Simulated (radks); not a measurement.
The numbers below are computed, except where a source is named.
Question: Coherent X-ray form factor from a spherical all-electron density. Code: a radial shooting solver on a logarithmic mesh with Libxc functionals. Model: Dirac Kohn-Sham, PBE, spin-unpolarised, spherical densities, finite nucleus; Fermi nuclear charge, rms radius of each element as measured or else 0.836 A^(1/3) + 0.57 fm.

sin(theta)/lambda (1/angstrom),f0 (electrons)
0.05,5.951
0.1,5.808
0.15,5.581
0.2,5.288
0.25,4.947
0.3,4.580
0.4,3.836
0.5,3.169
0.6,2.632
0.8,1.945
1,1.606
1.25,1.389
1.5,1.235
2,0.949

The species is in the configuration that NIST lists as its ground one. Which atom or ion scatters so?

Answer: The neon ion Ne4+, [He] 2s2 2p2. Extrapolating in s^2 from the first two rows gives f0(0) = 6.0, near the electron count 6; among species with that count, the fall with angle is slower the higher Z, and the table is that of Z = 10; from so few rows the species is fixed only to a neighbour or two.
